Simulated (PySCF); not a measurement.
# Correlation energy of Tl (thallium, neutral)

[Xe] 4f14 5d10 6s2 6d1, 2D determinant (an excited configuration). All numbers are calculated (PySCF 2.14, scalar relativity by spin-free X2C-1e, in aug-cc-pVTZ-DK3 (9s8p6d3f, 84 functions)). Frozen: [Xe] 4f14 5d10; 3 electrons correlated.

```json
{"level": "CCSD", "correlation energy (mhartree)": "-33.94"}
{"level": "(T)", "correlation energy (mhartree)": "-0.63"}
{"level": "CCSD(T)", "correlation energy (mhartree)": "-34.57"}
```

Diagnostics: T1 = 0.022, D1 = 0.0539, largest double amplitude 0.099.

Spin-orbit coupling, absent here, splits the open shell strongly. The outer electron is Rydberg-like, and this basis confines it to a smaller radius and binds it less than a complete one would.

Cost of the coupled-cluster step: of the order of 3 core-seconds, for 3 correlated electrons.
